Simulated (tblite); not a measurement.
Here is a computed GFN2-xTB geometry (Å):
```
F 
C   1  1.3406
F   2  1.3372  1  107.05
F   2  1.3394  1  106.54  3  -113.84
C   2  1.5333  1  110.62  3   122.95
O   5  1.4058  2  112.98  1  -159.50
C   6  1.3769  5  116.33  2   -71.69
F   7  1.3807  6  109.61  5   -55.97
C   7  1.4874  6  122.48  5    90.23
C   9  1.4967  7   96.04  6   156.28
C   7  1.4808  6  118.36  5   162.19
H   5  1.0925  2  107.97  1   -42.82
H   5  1.0973  2  108.01  1    76.15
H   9  1.0683  7  131.60 11  -124.10
H  10  1.0813  9  116.87 11  -107.14
H  10  1.0817  9  119.13 11   108.92
H  11  1.0673  7  130.57  9   125.22
```
Z-matrix in Å and degrees, rows numbered from 1.

Neutral, closed shell.

(1) Which heavy atoms are bonded, and with what formal order?

(2) Which species is it?

(3) Name the point group.

(4) Which rings does it hold (smallest set)?

(5) Describe the place of each heavy atom.

(6) What is the arrangement about O6?

(7) What is the arrangement about C10?

Answers

(1) F1–C2 (single); C2–F3 (single); C2–F4 (single); C2–C5 (single); C5–O6 (single); O6–C7 (single); C7–F8 (single); C7–C9 (single); C9–C10 (single); C10–C11 (single); C7–C11 (single); C9–C11 (single). Hydrogens: H12, H13 on C5; H14 on C9; H15, H16 on C10; H17 on C11.

(2) `FC(F)(F)CO[C@@]1(F)[C@@H]2C[C@@H]21`, C6H6F4O. Among its features: ether, CF3 group, C–F bond and cyclopropane ring.

(3) C1 (no symmetry element, even within 0.4 Å).

(4) C7–C9–C11 (3 members); C9–C10–C11 (3 members).

(5) F1/F3/F4: fluorine of a CF3 group; C2: CF3 carbon; C5: sp3 carbon bound to oxygen; O6: ether oxygen; C7: sp3 C–F carbon; F8: alkyl fluorine; C9/C11: sp3 carbon at a ring junction; C10: three-membered-ring carbon.

(6) It has 2 neighbours (C5, C7) and is bent (angle 116.3°).

(7) It has 4 neighbours (C9, C11, H15, H16) and has angles from 60.4° to 119.1°.
